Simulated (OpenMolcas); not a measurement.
# N+, P+, As+, Sb+, Bi+: ns2 np2 down the group

```
Program             : OpenMolcas
Method              : CASSCF
Basis               : ANO-RCC-VTZP
Scalar Hamiltonian  : DKH2, point nucleus
Spin-orbit coupling : RASSI with atomic mean-field integrals over the reference wave functions, term energies averaged over their components
```

Active space for each ion: 4 electrons in 4 orbitals (s p).

Computed levels in cm-1 above 3P0:

| Level | N+ | P+ | As+ | Sb+ | Bi+ |
| --- | --- | --- | --- | --- | --- |
| 3P1 | 44.1 | 144 | 945 | 2655 | 11448 |
| 3P2 | 131 | 413 | 2317 | 5317 | 16239 |
| 1D2 | 17574 | 11725 | 12643 | 14489 | 31506 |
| 1S0 | 30885 | 21008 | 22409 | 23546 | 41825 |
| weight of 3P in the lowest level (%) | 100 | 100 | 99 | 96 | 85 |

Mixed levels, with the weight of the term that names them: Bi+ 3P2 (63 %), Bi+ 1D2 (63 %).

Measured, with the error of the calculation in %. Measured levels: N+, P+, As+, Sb+, Bi+ from NIST Handbook of Basic Atomic Spectroscopic Data.

```csv
Level,N+,P+,As+,Sb+,Bi+
3P1,48.7 (-9.4),165 (-12.8),1063 (-11.2),3055 (-13.1),13325 (-14.1)
3P2,131 (+0.1),469 (-11.9),2541 (-8.8),5658 (-6.0),17032 (-4.7)
1D2,15316 (+14.7),8882 (+32.0),10096 (+25.2),12790 (+13.3),33939 (-7.2)
1S0,32689 (-5.5),21576 (-2.6),22599 (-0.8),23906 (-1.5),44174 (-5.3)
```

The fine-structure level 3P2 changes by a factor of 124 from N+ to Bi+.

Without spin-orbit coupling 1D lies 17486, 11442, 10852, 9546, 9228 cm-1 above 3P in that order; the difference to the level 1D2, of either sign, comes from spin-orbit coupling, which also lowers the zero.

Terms from blocks run as CI alone lack orbitals of their own. Without dynamic correlation excited terms often stand tens of per cent too high (terms of higher spin than the ground term too low), and those without a measured partner can miss by more than the paired ones (holds for N+; P+; As+). Some high roots are left out of the spin-orbit mixing, which shifts the levels that they would mix with (holds for As+; Sb+; Bi+). Computed and measured levels are paired by configuration, term and J; levels that our copy of the source lacks, or whose pairing is in doubt (as where it misses far off the trend of its configuration), stay unpaired and out of the deviations. Where the source uses jj or jK labels, the order within each J decides. Only configurations of the active space appear.
